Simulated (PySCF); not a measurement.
2-fluoro-2-methylpropane (C₄H₉F), SMILES CC(C)(C)F. The structure is a stationary point at PBE-D3(BJ)/def2-SVP.

Computed equilibrium geometry at PBE-D3(BJ)/def2-SVP (PySCF confirms it by a frequency run) as bond lengths and angles, and its point group:
point group C3v.
Atoms: C1 C2 C3 C4 F5 H6 H7 H8 H9 H10 H11 H12 H13 H14. Bond lengths (Å): C1–C2 1.528, C1–H6 1.108, C1–H7 1.108, C1–H8 1.108, C2–C3 1.528, C2–C4 1.528, C2–F5 1.416, C3–H9 1.108, C3–H10 1.108, C3–H11 1.108, C4–H12 1.108, C4–H13 1.108, C4–H14 1.108. Bond angles (°): C2–C1–H6 111.0, C2–C1–H7 110.3, C2–C1–H8 110.3, H6–C1–H7 108.4, H6–C1–H8 108.4, H7–C1–H8 108.3, C1–C2–C3 112.1, C1–C2–C4 112.1, C1–C2–F5 106.7, C3–C2–C4 112.1, C3–C2–F5 106.7, C4–C2–F5 106.7, C2–C3–H9 111.0, C2–C3–H10 110.3, C2–C3–H11 110.3, H9–C3–H10 108.4, H9–C3–H11 108.4, H10–C3–H11 108.3, C2–C4–H12 110.3, C2–C4–H13 111.0, C2–C4–H14 110.3, H12–C4–H13 108.4, H12–C4–H14 108.3, H13–C4–H14 108.4.
